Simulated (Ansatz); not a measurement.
`C[N]([GeH3])BF` → `CNBF` + `[GeH2]` at 298.15 K and 1 bar (germylene loss).

Program: Ansatz. Geometries: PBE0-D4/def2-TZVP. ΔE: electronic, gas phase. CBS: MP2 limit from def2 TZ/QZ plus the TZ coupled-cluster correction, frozen cores. This one scheme is used for every species. For Ge outer-core shells are correlated without core-valence functions, which leaves a few kJ/mol of doubt a bond. Scalar relativity is left out up to krypton. One conformer a species, not always the lowest.

```csv
species,CCSD(T)/CBS energy (Eh),H − E (kJ/mol),S (J/(mol·K))
`C[N]([GeH3])BF`,-2297.75856,242.9,360.9
`CNBF`,-220.44549,202.3,291.0
`[GeH2]`,-2077.24753,38.7,220.4
```

H − E and S are ideal-gas, rigid-rotor, harmonic terms from PBE0-D4/def2-TZVP, for one conformer and one mirror image of each species. 1 Eh = 2625.50 kJ/mol, R = 8.31446 J/(mol·K).

**Question.** By hand: ΔE, ΔH, ΔS and ΔG.

**Answer.** ΔE = (-220.44549) + (-2077.24753) − (-2297.75856) = 0.06554 Eh = 172.1 kJ/mol. Δ(H − E) = 202.3 + 38.7 − 242.9 = -1.9, so ΔH = 170.2 kJ/mol. ΔS = 291.0 + 220.4 − 360.9 = 150.5 J/(mol·K). ΔG = 170.2 − 298.15 × (150.5)/1000 = 125.3 kJ/mol.

**Question.** By hand: the equilibrium constant, and the temperature at which ΔG would vanish if ΔH and ΔS stayed fixed.

**Answer.** log₁₀ K = −ΔG/(RT ln 10) = -22.0. ΔG = 0 at ΔH/ΔS = 1131 K.

The number of gas molecules changes by +1, which sets the sign of ΔS. A doubt of 5 kJ/mol in ΔE shifts log₁₀ K by 0.9 here. Other conformers and mirror images would add mixing entropy, several J/(mol·K) or more a flexible species. Modes under 60 cm⁻¹, often nearly free rotors, make the harmonic entropy too high. These are equilibria of isolated gas molecules and say nothing of rates. Largest T1 diagnostic: 0.012 (customary marks: 0.02 for closed shells, 0.045 for open ones).
